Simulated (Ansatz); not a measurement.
Reaction (hydrogen abstraction from the S–H bond): `S[Si](Cl)(Cl)Cl` + `[SiH3]`• → `[S][Si](Cl)(Cl)Cl`• + SiH₄

Calculated with Ansatz (gas phase, PBE0-D4/def2-TZVP geometries, no zero-point term in ΔE). CCSD(T)/CBS is the MP2 limit (def2-TZVPP, def2-QZVPP) plus CCSD(T) − MP2 in def2-TZVPP, frozen cores. This one scheme is used for every species. Functionals use def2-TZVPP. HSE06 is defined as in plane-wave codes. No spin–orbit coupling; open shells (•) take unrestricted orbitals. One conformer a species, not always the lowest.

```csv
level,ΔE (kcal/mol),difference from CCSD(T)/CBS
BLYP-D4,-2.9,-1.6
r2SCAN-D4,0.1,1.4
r2SCANh-D4,-0.1,1.2
BHLYP-D4,-4.4,-3.1
ωB97M-V,-2.0,-0.7
revPBE,-0.3,1.0
HSE06,0.0,1.3
LC-ωPBE,-0.9,0.4
MP2/def2-SVP,-0.9,0.4
CCSD/def2-SVP,-3.4,-2.1
HF/def2-TZVPP,-7.8,-6.5
MP2/def2-TZVPP,0.9,2.2
SCS-MP2/def2-TZVPP,-1.7,-0.4
HF/def2-QZVPP,-7.8,-6.5
MP2/def2-QZVPP,1.1,2.4
CCSD/CBS(def2),-2.2,-0.9
CCSD(T)/CBS,-1.3,0
```

Largest T1 diagnostic among the species: 0.015.

From BLYP to BHLYP (50 % exact exchange), in def2-TZVPP and without D4, ΔE moves by −1.2 kcal/mol. In def2-TZVPP, CCSD(T) changes the Hartree–Fock value by +6.0 kcal/mol (the triples alone add +0.9 kcal/mol) and MP2 by +8.7 kcal/mol. Leaving LDA and LC-ωPBE aside and taking each functional with its dispersion term where it has one, the values, not all of them listed here, spread over 5.0 kcal/mol, from BHLYP-D4 to PBE-D4. LDA lies +2.6 kcal/mol from PBE without D4.
